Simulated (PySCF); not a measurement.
C5H10O, SMILES C=CCCCO.

Coordinates come from a B3LYP-D3(BJ)/def2-SVP optimisation. The values are those of a single conformer.

Two levels are set side by side: PBE/def2-TZVP (PySCF) and HF/def2-TZVP (PySCF). Same geometry, gas phase. Differences are taken from unrounded values.

```csv
quantity,HF
orbital gap (eV),13.21
highest occupied level (eV),-9.65
lowest empty level (eV),3.56
dipole moment (D),1.66
mean polarisability (bohr³),63.7
```

Task: What does PBE give, and how far is it from HF? (The exact figures need the calculation; the answer reports its results.)

Result: 
```
quantity                       PBE  PBE minus HF
---------------------------  -----  ------------
orbital gap (eV)              5.46         -7.75
highest occupied level (eV)  -6.13          3.53
lowest empty level (eV)      -0.67         -4.23
dipole moment (D)             1.48         -0.17
mean polarisability (bohr³)   68.5           4.7
```

Without exact exchange PBE keeps part of each electron's self-repulsion, which lifts occupied levels and narrows the gap. PBE's more diffuse valence density responds more strongly to a field. Differences between two approximate levels are no errors against the true value.

Rough cost on one machine, each run with all the roots and properties that it gave: HF against PBE about 1/3.
